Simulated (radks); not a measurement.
Results of a calculation; reference values are marked as such.
Pr44+, 15 electrons, occupied as [Ne] 3s2 3p3. Level of theory: non-relativistic Kohn-Sham, LB94 model potential, spin-polarised, spherical densities, point nucleus; open shells are filled with parallel spins first (spin-orbit coupling, left out, can overturn this in heavy ions); relativity is left out, which matters for an element this heavy (a radial shooting solver on a logarithmic mesh with Libxc functionals). Some entries of the table are withheld. Estimate them.

| orbital | occ. | eigenvalue (eV) | <r> (bohr) | <r^2> (bohr^2) |
|---|---|---|---|---|
| 1s down | 1 | -42678.01 | 0.02570 | 0.0008825 |
| 1s up | 1 | -42677.70 | 0.02570 | 0.0008828 |
| 2s up | 1 | -8948.722 | 0.1083 | 0.01373 |
| 2s down | 1 | -8948.002 | 0.1084 | 0.01375 |
| 2p up | 3 | -8656.721 | 0.09193 | 0.01022 |
| 2p down | 3 | -8651.317 | 0.09204 | 0.01024 |
| 3s up | 1 | -3593.116 | (1) | 0.07653 |
| 3s down | 1 | -3574.953 | (2) | 0.07638 |
| 3p up | 3 | -3483.924 | 0.2462 | 0.06979 |
| 3p down | 0 | -3468.725 | 0.2456 | 0.06949 |

Answer. 
(1) 3s up <r> (bohr): 0.2597
(2) 3s down <r> (bohr): 0.2593
